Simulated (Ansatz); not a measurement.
Mulliken charges of `FBC1(F)C=N1` from ωB97M-V/def2-TZVPP in Ansatz (PBE0-D4/def2-TZVP geometry).

```json
{"atom": "F1", "x (Å)": "1.428", "y (Å)": "-1.813", "z (Å)": "-0.678", "charge (e)": "-0.210"}
{"atom": "B2", "x (Å)": "1.029", "y (Å)": "-0.797", "z (Å)": "0.056", "charge (e)": "0.190"}
{"atom": "C3", "x (Å)": "-0.176", "y (Å)": "0.061", "z (Å)": "-0.405", "charge (e)": "0.116"}
{"atom": "F4", "x (Å)": "-0.715", "y (Å)": "-0.241", "z (Å)": "-1.623", "charge (e)": "-0.204"}
{"atom": "C5", "x (Å)": "-1.021", "y (Å)": "0.830", "z (Å)": "0.477", "charge (e)": "0.037"}
{"atom": "N6", "x (Å)": "-0.177", "y (Å)": "1.545", "z (Å)": "-0.098", "charge (e)": "-0.152"}
{"atom": "H7", "x (Å)": "1.598", "y (Å)": "-0.553", "z (Å)": "1.080", "charge (e)": "0.040"}
{"atom": "H8", "x (Å)": "-1.875", "y (Å)": "0.909", "z (Å)": "1.136", "charge (e)": "0.183"}
```

Problem. By hand: the dipole of these point charges (1 e Å = 4.8032 D).

Solution. Σ q r = (-0.269, 0.226, 0.721) e Å, of length 0.802 e Å = 3.85 D.

Problem. How does the dipole of the full density compare? (Best estimate.)

Solution. The calculation gave: (-0.289, -0.014, 0.537) e Å, 2.93 D; the point charges give 1.31 times that, at 19° from its direction.

Point charges leave out the atoms' own dipoles, such as those of lone pairs, and Mulliken's split depends on the basis, so the two needn't agree.
